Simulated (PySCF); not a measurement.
F4Se, SMILES F[Se-](F)(F)F, charge -1, multiplicity 2. The structure is a stationary point at TPSSh-D3(BJ)/def2-SVPD.

Computed equilibrium geometry at TPSSh-D3(BJ)/def2-SVPD (PySCF confirms it by a frequency run) as bond lengths and angles, and its point group:
point group C2v.
Atoms: Se1 F2 F3 F4 F5. Bonds (Å): Se1–F2 1.890, Se1–F3 1.890, Se1–F4 1.879, Se1–F5 1.879. Bond angles (°): F2–Se1–F3 173.5, F2–Se1–F4 87.5, F2–Se1–F5 87.5, F3–Se1–F4 87.5, F3–Se1–F5 87.5, F4–Se1–F5 79.8.
Charge -1, spin multiplicity 2.
